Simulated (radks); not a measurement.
The numbers below are computed, except where a source is named.
Task: The mean radii <r> (bohr) of the occupied orbitals of an atom or ion are listed with their occupations. Level of theory: scalar-relativistic Kohn-Sham, LDA (Slater exchange, Perdew-Wang correlation), spin-polarised, spherical densities, point nucleus (a radial shooting solver on a logarithmic mesh with Libxc functionals).

orbital  occ.      <r>
1s up       1  0.03613
1s down     1  0.03613
2s up       1   0.1582
2s down     1   0.1582
2p up       3   0.1378
2p down     3   0.1378
3s up       1   0.4441
3s down     1   0.4438
3p up       3   0.4464
3p down     3   0.4460
3d up       5   0.4333
3d down     5   0.4324
4s up       1    1.146
4s down     1    1.144
4p up       3    1.278
4p down     1    1.282
4d up       5    1.930
5s up       1    3.457
4d down     1    2.237

Name the element and its charge. Open shells, if any, are filled with parallel spins first.

Result: Z = 41, niobium, charge 0: Nb in [Ar] 3d10 4s2 4p4 4d6 5s1. The 1s radius gives Z: for a bare nucleus <r> = (2 gamma + 1)/(2Z) with gamma = sqrt(1 - (Z/c)^2), 0.03547 bohr for Z = 41, and screening makes it slightly larger (0.03613 here). The occupations add up to 41, and the charge is Z minus that.
